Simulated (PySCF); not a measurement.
## Isomerisation enthalpies of C9H10

**What was measured.**

From CRC Handbook of Chemistry and Physics, for the gas at 298.15 K: enthalpy of formation of `c1ccc2c(c1)CCC2` (indan) 60.3 kJ/mol; enthalpy of formation of `c1ccc(C2CC2)cc1` (cyclopropylbenzene) 150.5 kJ/mol.

The runs below try to reproduce these values; the comparison stands at the end.

Differences of these values give the isomerisation enthalpies. Geometries: GFN2-xTB; runs in PySCF, gas phase, with a dispersion term only where the level names one. Total electronic energies (Eh):

```
         SMILES  PBE0/pcSseg-1
c1ccc2c(c1)CCC2     -348.52162
c1ccc(C2CC2)cc1     -348.48375
```

Geometry of `c1ccc2c(c1)CCC2` (Å):
```
atom  x, y, z in Å
C1     2.469    0.508   -0.179
C2     2.333   -0.831   -0.503
C3     1.087   -1.443   -0.470
C4    -0.014   -0.690   -0.116
C5     0.123    0.657    0.208
C6     1.363    1.263    0.184
C7    -1.208    1.248    0.569
C8    -2.211    0.219    0.022
C9    -1.448   -1.115    0.004
H10    3.446    0.970   -0.209
H11    3.204   -1.405   -0.784
H12    0.983   -2.488   -0.723
H13    1.472    2.307    0.440
H14   -1.289    1.332    1.656
H15   -1.357    2.242    0.145
H16   -3.122    0.170    0.616
H17   -2.486    0.490   -0.999
H18   -1.590   -1.660    0.942
H19   -1.765   -1.766   -0.811
```

Geometry of `c1ccc(C2CC2)cc1` (Å):
```
atom  x, y, z in Å
C1     2.7935   -0.0509   -0.2119
C2     2.2066    1.0625   -0.7879
C3     0.8329    1.2160   -0.7590
C4     0.0180    0.2641   -0.1527
C5    -1.4470    0.4640   -0.1392
C6    -2.2810    0.0312    1.0389
C7    -2.3935   -0.7025   -0.2552
C8     0.6210   -0.8495    0.4251
C9     1.9944   -1.0056    0.3934
H10    3.8662   -0.1742   -0.2349
H11    2.8207    1.8148   -1.2618
H12    0.3826    2.0874   -1.2137
H13   -1.7577    1.3786   -0.6310
H14   -3.0963    0.6701    1.3431
H15   -1.7769   -0.4490    1.8637
H16   -1.9682   -1.6918   -0.3262
H17   -3.2865   -0.5724   -0.8477
H18    0.0170   -1.6051    0.9055
H19    2.4445   -1.8786    0.8442
```

Zero-point and thermal terms are left out, so the computed numbers are electronic energies.

## Comparison

Relative to `c1ccc2c(c1)CCC2`, the lowest by measurement, in kJ/mol (measured: enthalpies at 298.15 K; computed: electronic energies):

| SMILES | measured | PBE0/pcSseg-1 |
| --- | --- | --- |
| c1ccc2c(c1)CCC2 | 0.0 | 0.0 |
| c1ccc(C2CC2)cc1 | 90.2 | 99.4 |

Measured values: 60.3 kJ/mol (298.15 K; CRC Handbook of Chemistry and Physics) for the first row; the others come from the same table. Unsigned miss: PBE0/pcSseg-1 9.2 kJ/mol. Where a level misses, the cause wasn't examined.
